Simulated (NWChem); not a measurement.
System: C₄H₇Cl; SMILES C/C(Cl)=C\C

The following NWChem deck was run.

```
start job
memory heap 200 mb stack 900 mb global 1100 mb
geometry units angstroms noautosym nocenter noautoz
  C      0.436884    -2.404801     0.000000
  C      0.733367    -0.931172     0.000000
  C     -0.161843     0.060178     0.000000
  C     -1.659168    -0.010662     0.000000
  Cl     0.439517     1.735775     0.000000
  H      0.881420    -2.886689     0.880934
  H     -0.632712    -2.628828     0.000000
  H      0.881420    -2.886689    -0.880934
  H      1.787163    -0.661221     0.000000
  H     -2.070851     0.492657     0.882745
  H     -2.070851     0.492657    -0.882745
  H     -2.007009    -1.046827     0.000000
end
basis spherical
  * library pcsseg-1
end
dft
  xc kt2
  iterations 150
end
property
  shielding 10 1 2 3 4 5 6 7 9 10 12
  efieldgrad
end
task dft property
```

NWChem printed, in part:

```
             Northwest Computational Chemistry Package (NWChem) 7.3.0
             --------------------------------------------------------

                             Geometry "geometry" -> ""
                             -------------------------

 Output coordinates in angstroms (scale by  1.889725989 to convert to a.u.)

  No.       Tag          Charge          X              Y              Z
 ---- ---------------- ---------- -------------- -------------- --------------
    1 C                    6.0000     0.43688400    -2.40480100     0.00000000
    2 C                    6.0000     0.73336700    -0.93117200     0.00000000
    3 C                    6.0000    -0.16184300     0.06017800     0.00000000
    4 C                    6.0000    -1.65916800    -0.01066200     0.00000000
    5 Cl                  17.0000     0.43951700     1.73577500     0.00000000
    6 H                    1.0000     0.88142000    -2.88668900     0.88093400
    7 H                    1.0000    -0.63271200    -2.62882800     0.00000000
    8 H                    1.0000     0.88142000    -2.88668900    -0.88093400
    9 H                    1.0000     1.78716300    -0.66122100     0.00000000
   10 H                    1.0000    -2.07085100     0.49265700     0.88274500
   11 H                    1.0000    -2.07085100     0.49265700    -0.88274500
   12 H                    1.0000    -2.00700900    -1.04682700     0.00000000

 Effective nuclear repulsion energy (a.u.)     210.2585452357

                              NWChem Property Module
                              ----------------------

  itol2e modified to match energy
  convergence criterion.

                                 NWChem DFT Module
                                 -----------------

 Summary of "ao basis" -> "ao basis" (spherical)
 ------------------------------------------------------------------------------
       Tag                 Description            Shells   Functions and Types
 ---------------- ------------------------------  ------  ---------------------
 C                          pcsseg-1                 7       17   3s3p1d
 Cl                         pcsseg-1                10       24   4s5p1d
 H                          pcsseg-1                 3        5   2s1p

  itol2e modified to match energy
  convergence criterion.

            General Information
            -------------------
          SCF calculation type: DFT
          Wavefunction type:  closed shell.
          No. of atoms     :    12
          No. of electrons :    48
           Alpha electrons :    24
            Beta electrons :    24
          Charge           :     0
          Spin multiplicity:     1
          Use of symmetry is: off; symmetry adaption is: off
          Maximum number of iterations: 150
          AO basis - number of functions:   127
                     number of shells:    59
          Convergence on energy requested:  1.00D-07
          Convergence on density requested:  1.00D-05
          Convergence on gradient requested:  5.00D-04

              XC Information
              --------------
                          KT2 Method XC Functional
                        Slater Exchange Functional  1.072 local
                           KT1 gradient correction  1.000 non-local
            Perdew 1991 LDA Correlation Functional  0.577 local

             Grid Information
             ----------------
          Grid used for XC integration:  fine
          Radial quadrature: Mura-Knowles
          Angular quadrature: Lebedev.
          Tag              B.-S. Rad. Rad. Pts. Rad. Cut. Ang. Pts.
          ---              ---------- --------- --------- ---------
          C                   0.70       70          11.0       590
          Cl                  1.00      123          12.0       770
          H                   0.35       60          12.0       590
          Grid pruning is: on
          Number of quadrature shells:   823
          Spatial weights used:  Erf1

      Superposition of Atomic Density Guess
      -------------------------------------

 Sum of atomic energies:        -613.54644763

      Non-variational initial energy
      ------------------------------

 Total energy =    -616.479884
 1-e energy   =   -1257.175258
 2-e energy   =     430.436828
 HOMO         =      -0.269251
 LUMO         =       0.031014

   convergence    iter        energy       DeltaE   RMS-Dens  Diis-err
 ---------------- ----- ----------------- --------- --------- ---------
 d= 0,ls=0.0,diis     1   -622.8848000834 -8.33D+02  7.05D-03  7.93D-01
 d= 0,ls=0.0,diis     2   -622.8392838867  4.55D-02  7.71D-03  7.80D-01
 d= 0,ls=0.0,diis     3   -622.8807502937 -4.15D-02  3.73D-03  4.12D-01
 d= 0,ls=0.0,diis     4   -622.9347694586 -5.40D-02  1.08D-03  1.53D-02
 d= 0,ls=0.0,diis     5   -622.9367602647 -1.99D-03  3.41D-04  2.41D-03
  Resetting Diis
 d= 0,ls=0.0,diis     6   -622.9370730987 -3.13D-04  6.04D-05  6.57D-05
 d= 0,ls=0.0,diis     7   -622.9370805381 -7.44D-06  3.71D-05  5.29D-06
 d= 0,ls=0.0,diis     8   -622.9370794904  1.05D-06  2.27D-05  1.31D-05
 d= 0,ls=0.0,diis     9   -622.9370812739 -1.78D-06  3.39D-06  1.60D-07
 d= 0,ls=0.0,diis    10   -622.9370812913 -1.74D-08  1.15D-06  2.85D-08

         Total DFT energy =     -622.937081291289
      One electron energy =    -1262.717456919733
           Coulomb energy =      488.317491297082
    Exchange-Corr. energy =      -58.795660904305
 Nuclear repulsion energy =      210.258545235667

 Numeric. integr. density =       47.999984915534

                       DFT Final Molecular Orbital Analysis
                       ------------------------------------

 Vector   22  Occ=2.000000D+00  E=-3.001902D-01
              MO Center=  5.8D-02,  1.1D+00,  1.6D-10, r^2= 2.8D+00
   Bfn.  Coefficient  Atom+Function         Bfn.  Coefficient  Atom+Function
  ----- ------------  ---------------      ----- ------------  ---------------
    84      0.472597   5 Cl pz               87      0.371375   5 Cl pz
    43      0.158562   3 C  pz               46      0.154466   3 C  pz
   113     -0.142699  10 H  s               118      0.142699  11 H  s
    63     -0.126164   4 C  pz               60     -0.123044   4 C  pz
    75     -0.123332   5 Cl pz               78     -0.121049   5 Cl pz

 Vector   23  Occ=2.000000D+00  E=-2.690361D-01
              MO Center=  3.3D-01,  1.5D+00,  4.7D-12, r^2= 1.9D+00
   Bfn.  Coefficient  Atom+Function         Bfn.  Coefficient  Atom+Function
  ----- ------------  ---------------      ----- ------------  ---------------
    82      0.532944   5 Cl px               85      0.452522   5 Cl px
    83     -0.174383   5 Cl py               86     -0.145543   5 Cl py
    73     -0.139267   5 Cl px               76     -0.137441   5 Cl px
    20     -0.133038   2 C  s                54      0.100848   4 C  s
   123     -0.095225  12 H  s                58      0.085797   4 C  px

[...]

          -----------------------------------------
          Chemical Shielding Tensors (GIAO, in ppm)
          -----------------------------------------

                                NWChem CPHF Module
                                ------------------

  scftype          =     RHF
  nclosed          =       24
  nopen            =        0
  variables        =     2472
  # of vectors     =        3
  tolerance        = 0.10D-03
  level shift      = 0.00D+00
  max iterations   =       50
  max subspace     =       30

 SCF residual:    8.6759409153351391E-005

Iterative solution of linear equations
  No. of variables     2472
  No. of equations        3
  Maximum subspace       30
        Iterations       50
       Convergence  1.0D-04

   iter   nsub   residual    time
   ----  ------  --------  ---------
     1      3    4.25D-05     182.9

      Atom:    1  C
        Diamagnetic
    245.3856      2.5551      0.0000
      2.5551    260.2539     -0.0000
      0.0000     -0.0000    244.1030

        Paramagnetic
    -93.3713      5.3202     -0.0000
      5.3202    -79.7772      0.0000
     -0.0000      0.0000    -78.6718

        Total Shielding Tensor
    152.0143      7.8753     -0.0000
      7.8753    180.4767      0.0000
     -0.0000      0.0000    165.4312

           isotropic =     165.9741
          anisotropy =      24.8045

          Principal Components and Axis System
                 1           2           3
              182.5104    165.4312    149.9806

      1         0.2500     -0.0000      0.9682
      2         0.9682     -0.0000     -0.2500
      3         0.0000      1.0000      0.0000

      Atom:    2  C
        Diamagnetic
    253.5103     -5.1870      0.0000
     -5.1870    275.4177      0.0000
      0.0000      0.0000    236.6891

        Paramagnetic
   -236.4977    -45.9339     -0.0000
    -45.9339   -240.1502     -0.0000
     -0.0000     -0.0000   -101.0085

        Total Shielding Tensor
     17.0126    -51.1209     -0.0000
    -51.1209     35.2675      0.0000
     -0.0000      0.0000    135.6806

           isotropic =      62.6536
          anisotropy =     109.5405

          Principal Components and Axis System
                 1           2           3
              135.6806     78.0694    -25.7893

      1        -0.0000     -0.6420      0.7667
      2         0.0000      0.7667      0.6420
      3         1.0000     -0.0000      0.0000

      Atom:    3  C
        Diamagnetic
    264.0860      1.9824     -0.0000
      1.9824    274.3943      0.0000
     -0.0000      0.0000    242.8785

        Paramagnetic
   -230.8952    -60.8124      0.0000
    -60.8124   -261.6304     -0.0000
      0.0000     -0.0000   -150.0540

        Total Shielding Tensor
     33.1909    -58.8299      0.0000
    -58.8299     12.7640     -0.0000
      0.0000     -0.0000     92.8246

           isotropic =      46.2598
          anisotropy =      69.8471

          Principal Components and Axis System
                 1           2           3
               92.8246     82.6874    -36.7325

      1         0.0000      0.7652      0.6438
      2        -0.0000     -0.6438      0.7652
      3         1.0000     -0.0000      0.0000

      Atom:    4  C
        Diamagnetic
    261.4184      2.7970     -0.0000
      2.7970    244.4201      0.0000
     -0.0000      0.0000    242.1928

        Paramagnetic
    -79.9280      7.0760      0.0000
      7.0760    -96.3142     -0.0000
      0.0000     -0.0000    -86.0531

        Total Shielding Tensor
    181.4904      9.8730      0.0000
      9.8730    148.1059     -0.0000
      0.0000     -0.0000    156.1397

           isotropic =     161.9120
          anisotropy =      33.4194

          Principal Components and Axis System
                 1           2           3
              184.1916    156.1397    145.4047

      1         0.9646     -0.0000     -0.2639
      2         0.2639     -0.0000      0.9646
      3         0.0000      1.0000      0.0000

      Atom:    5  Cl
        Diamagnetic
   1145.9968      4.3626      0.0000
      4.3626   1157.0327      0.0000
      0.0000      0.0000   1144.5116

        Paramagnetic
   -603.3342    195.1578     -0.0000
    195.1578   -234.9203     -0.0000
     -0.0000     -0.0000   -675.0578

        Total Shielding Tensor
    542.6626    199.5204     -0.0000
    199.5204    922.1123     -0.0000
     -0.0000     -0.0000    469.4538

           isotropic =     644.7429
          anisotropy =     544.4545

          Principal Components and Axis System
                 1           2           3
             1007.7126    469.4538    457.0624

      1         0.3943     -0.0000      0.9190
      2         0.9190      0.0000     -0.3943
      3        -0.0000      1.0000      0.0000

      Atom:    6  H
        Diamagnetic
     24.0032     -3.0532      4.3269
     -3.0532     32.0764     -7.1545
      4.3269     -7.1545     31.1326

        Paramagnetic
      2.7462      1.1876     -1.6784
      1.1876     -0.8633      3.1839
     -1.6784      3.1839     -0.6128

        Total Shielding Tensor
     26.7495     -1.8655      2.6485
     -1.8655     31.2130     -3.9706
      2.6485     -3.9706     30.5199

           isotropic =      29.4941
          anisotropy =       9.6799

          Principal Components and Axis System
                 1           2           3
               35.9474     27.1603     25.3747

      1        -0.3269      0.3702      0.8695
      2         0.6796      0.7315     -0.0559
      3        -0.6567      0.5726     -0.4907

      Atom:    7  H
        Diamagnetic
     36.1363      4.7113      0.0000
      4.7113     30.9717      0.0000
      0.0000      0.0000     21.3940

        Paramagnetic
     -4.0615     -3.4611     -0.0000
     -3.4611      0.2775     -0.0000
     -0.0000     -0.0000      4.0084

        Total Shielding Tensor
     32.0748      1.2501     -0.0000
      1.2501     31.2493     -0.0000
     -0.0000     -0.0000     25.4025

           isotropic =      29.5755
          anisotropy =       5.1046

          Principal Components and Axis System
                 1           2           3
               32.9786     30.3456     25.4025

      1         0.8104     -0.5859      0.0000
      2         0.5859      0.8104      0.0000
      3        -0.0000      0.0000      1.0000

      Atom:    8  H
        Diamagnetic
     40.1932      0.4203     -0.0000
      0.4203     30.1865      0.0000
     -0.0000      0.0000     20.9612

        Paramagnetic
    -13.8029     -2.6876     -0.0000
     -2.6876     -1.2834     -0.0000
     -0.0000     -0.0000      1.1613

        Total Shielding Tensor
     26.3903     -2.2672     -0.0000
     -2.2672     28.9031     -0.0000
     -0.0000     -0.0000     22.1225

           isotropic =      25.8053
          anisotropy =       6.6502

          Principal Components and Axis System
                 1           2           3
               30.2388     25.0546     22.1225

      1        -0.5076      0.8616      0.0000
      2         0.8616      0.5076      0.0000
      3        -0.0000     -0.0000      1.0000

      Atom:    9  H
        Diamagnetic
     31.4800     -2.4664     -7.2598
     -2.4664     24.4001      4.8552
     -7.2598      4.8552     30.0657

        Paramagnetic
     -0.3959      1.5671      3.4462
      1.5671      2.7788     -2.5792
      3.4462     -2.5792      0.0927

        Total Shielding Tensor
     31.0841     -0.8993     -3.8136
     -0.8993     27.1788      2.2760
     -3.8136      2.2760     30.1584

           isotropic =      29.4738
          anisotropy =       8.4054

          Principal Components and Axis System
                 1           2           3
               35.0773     27.7428     25.6011

      1         0.6960      0.6454     -0.3147
      2        -0.2709      0.6419      0.7173
      3        -0.6650      0.4141     -0.6216

      Atom:   10  H
        Diamagnetic
     31.5116      6.0877     -0.0000
      6.0877     35.3875      0.0000
     -0.0000      0.0000     20.8387

        Paramagnetic
     -0.6309     -3.7545     -0.0000
     -3.7545     -3.1550     -0.0000
     -0.0000     -0.0000      3.0642

        Total Shielding Tensor
     30.8806      2.3332     -0.0000
      2.3332     32.2325      0.0000
     -0.0000      0.0000     23.9029

           isotropic =      29.0053
          anisotropy =       7.4705

          Principal Components and Axis System
                 1           2           3
               33.9857     29.1274     23.9029

      1         0.6007      0.7995      0.0000
      2         0.7995     -0.6007     -0.0000
      3        -0.0000     -0.0000      1.0000
```

Level: KT2/pcSseg-1, GIAO. Structure relaxed at the B3LYP/6-31G* (spherical d) level. NWChem prints the field gradient with the sign opposite to the second derivative of the potential. The output numbers the shielded atoms by their place in the input's list. The printed shielding anisotropy is the first printed principal value minus the mean of the other two.
